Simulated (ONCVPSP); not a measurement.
**Scattering properties, ONCV potential for sulfur**

* Element: S (Z = 16)
* Generator: ONCVPSP 4.0.1
* Type: optimised norm-conserving Vanderbilt (ONCV)
* Functional: PBE
* Relativity: scalar-relativistic
* Frozen core: [Ne]
* Valence charge: 6
* Reference configuration: 3s2 3p4
* Partial waves: 3s: rc 1.45 bohr, ncon 3, nbas 6, qcut 4.1 1/bohr, 2 projectors, debl 2.5 Ha; 3p: rc 1.10 bohr, ncon 4, nbas 8, qcut 8.4 1/bohr, local
* Local potential: the p channel
* Core correction: polynomial model core, fcfact 0.6

The phase is arctan(r·R′/R) of the radial function R(r), unwrapped; energies in Ha, scanned from -2 to 5 Ha. A pole is an energy at which the radial function vanishes at the test radius. The pseudo phase is shifted by a multiple of π to meet the all-electron one at the reference energy, and phase errors are pseudo minus all-electron; the curves can meet again beyond the range given. Levels narrower than the energy grid can be missing from the lists of poles.

```tsv
channel	radius (bohr)	reference energy (Ha)	poles, all-electron	poles, pseudo	unbroken range about the reference energy with phases within 0.05 rad	phase error 1 Ha above the reference energy (rad)
s	1.47	-0.63	2.44	2.44	the whole range	-0.000
p	1.12	-0.26	none	4.81	below 1.0	-0.036
```

Phases in the s channel:

```csv
E (Ha),all-electron,pseudo
-1.98,0.541,0.538
-1.62,0.207,0.205
-1.26,-0.227,-0.227
-0.90,-0.634,-0.634
-0.54,-0.926,-0.926
-0.18,-1.116,-1.116
0.18,-1.243,-1.243
0.54,-1.333,-1.333
0.90,-1.399,-1.399
1.26,-1.451,-1.451
1.62,-1.494,-1.494
1.98,-1.530,-1.530
2.34,-1.562,-1.562
2.70,-1.592,-1.592
3.06,-1.620,-1.621
3.42,-1.649,-1.650
3.78,-1.678,-1.681
4.14,-1.709,-1.715
4.50,-1.745,-1.755
4.86,-1.786,-1.806
```
